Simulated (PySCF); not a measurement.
Al₂H₄O₄. Atoms are numbered in the order given.

```xyz
10

Al     0.0000     0.0000     1.2569
O     -1.0582     1.0582     2.0855
O      1.0582    -1.0582     2.0855
Al     0.0000     0.0000    -1.2569
O     -1.0582    -1.0582    -2.0855
O      1.0582     1.0582    -2.0855
H     -1.1749     1.1749     3.0324
H      1.1749    -1.1749     3.0324
H     -1.1749    -1.1749    -3.0324
H      1.1749     1.1749    -3.0324
```
Charge 0, spin multiplicity 1.

Geometry: B3LYP-D3(BJ)/def2-SVP. The structure was generated by enumeration; whether it is a known compound was not checked. Other conformers were not sampled.

Vertical ionisation energy (IE) and electron affinity (EA) in eV. Rows of orbital energies are one-electron estimates. Where ΔSCF, EOM or ADC give a negative EA the extra electron is unbound and the value depends on the basis.

| level | IE | EA |
|---|---|---|
| −ε(HOMO), −ε(LUMO), PBE0/def2-TZVP (PySCF) | (withheld) | (withheld) |
| −ε(HOMO), −ε(LUMO), PBE/def2-TZVP (PySCF) | 6.79 | 1.38 |

Problem. Some entries are withheld; supply them. (The exact figures need the calculation; the answer reports its results.)

Solution. 
- −ε(HOMO), −ε(LUMO), PBE0/def2-TZVP (PySCF), IE: 7.88
- −ε(HOMO), −ε(LUMO), PBE0/def2-TZVP (PySCF), EA: 0.62
